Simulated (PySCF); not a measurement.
Computed IR spectrum (relative IR intensity) of a molecule C5H4F2O. Geometry optimised at PBE-D3(BJ)/def2-SVP. The values are those of a single conformer. Computed with PySCF with PBE-D3(BJ)/def2-SVP. Harmonic, unscaled wavenumbers; measured fundamentals usually lie a few per cent lower.

ν (cm⁻¹): 442 (vw), 573 (vw), 644 (w), 718 (vw), 815 (w), 831 (m), 861 (w), 886 (w), 922 (w), 1024 (s), 1137 (m), 1187 (vs), 1279 (w), 1288 (vw), 1342 (m), 1353 (m), 1689 (w), 1720 (w), 2977 (w) (against the strongest line: vs over 80 %, s over 45 %, m over 15 %, w over 4 %, vw less)

Question: Identify the compound among the candidates.
(A) C=C1OC=C(F)[C@H]1F
(B) FC=C=CO/C=C/F
(C) F/C=C1/OCC=C1F
(D) C=COC(F)=C=CF

Answer: A, C=C1OC=C(F)[C@H]1F
